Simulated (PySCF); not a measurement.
## SMILES C#CC(=O)/C=C\[O-], [C5H3O2]-, charge -1

Geometry:
```csv
atom,x (Å),y (Å),z (Å)
C1,-2.429,-0.334,-0.276
C2,-1.341,0.120,0.016
C3,-0.097,0.814,0.413
O4,-0.224,1.985,0.812
C5,1.125,0.104,0.310
C6,1.343,-1.225,-0.136
O7,0.550,-2.077,-0.536
H8,-3.366,-0.782,-0.548
H9,2.005,0.677,0.621
H10,2.446,-1.496,-0.096
```

Total charge -1.

Method used: quadratic response CAM-B3LYP/def2-TZVPD first hyperpolarisability, Taylor convention, gas phase in PySCF 2.14.0. Geometry: PBE0-D3(BJ)/def2-SVP.

For a gas-phase anion, states above the detachment energy (about 2.7 eV, taken as minus the energy of the highest occupied orbital) lie in the continuum and depend on the basis.

Problem. Give the tensor of the second harmonic β(−2ω;ω,ω) at 1907 nm in the axes of these coordinates.

Solution. In au, Taylor convention; rows are the first index (the induced dipole):
```csv
,xx,yy,zz,xy,xz,yz
x,+45.2,+12.4,-45.5,-195.1,-55.0,-6.3
y,-205.8,+150.3,+23.4,+20.9,-4.5,+53.9
z,-58.7,+53.3,-5.3,-3.1,-45.6,+21.8
```
Norm of βᵢ = ⅓ Σⱼ (βᵢⱼⱼ + βⱼᵢⱼ + βⱼⱼᵢ): 32.5 au, hyper-Rayleigh value 127.6 au.
